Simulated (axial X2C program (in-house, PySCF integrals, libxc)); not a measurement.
**Photoelectron levels of BiS⁻ by EOM-IP-CCSD**

Calculated with an axial X2C code built on PySCF integrals: two-component X2C with atomic mean-field Coulomb and Gaunt terms, Gaussian nuclei, basis Bi dyall-acv3z, S dyall-av3z with contracted cores.

R = 2.536 Å (1.045 times 2.427 Å, the PBE0 minimum at charge -1 for the lowest determinant).

Vertical detachment energies of BiS⁻ to the states of BiS:

| Ω of BiS | vertical detachment energy (eV) | above lowest (cm⁻¹) | ionised spinor | one-hole weight |
| --- | --- | --- | --- | --- |
| 1/2 | 1.998 | 0 | 47% S pπ, 31% Bi pπ, 9% Bi dπ | 0.93 |
| 3/2 | 2.906 | 7327 | 79% S pπ, 12% Bi pπ | 0.91 |
| 1/2 | 3.589 | 12834 | 34% S pπ, 30% Bi pπ, 21% S pσ | 0.91 |
| 1/2 | 4.699 | 21786 | 33% S pσ, 27% Bi pσ, 27% Bi pπ | 0.89 |

This point took 23 s on 1 thread of Arm Neoverse N1 (shared host).

Reference electrons by ω block (each with its −ω partner): 1/2: 30, 3/2: 14, 5/2: 5, 7/2: 1. 12 electrons of BiS⁻ correlated (inner shells frozen), 94 natural virtual spinors (a truncated set); levels can be off by some tenths of an eV. Roots sought by Ω: (1/2: 4, 3/2: 3, 5/2: 1); the list ends where they run out and leaves out roots under 60 % one-particle weight. The solver can skip a root, and states that need a further excitation, which the method places far too high, are missing though they may lie low or lowest. T1 of the reference 0.028 (Lee–Taylor). Number of frozen shells: Bi 5 s, 4 p, 3 d, 1 f; S 2 s, 1 p. Large amplitudes in the reference (orbital relaxation or multireference character) lower the reliability.
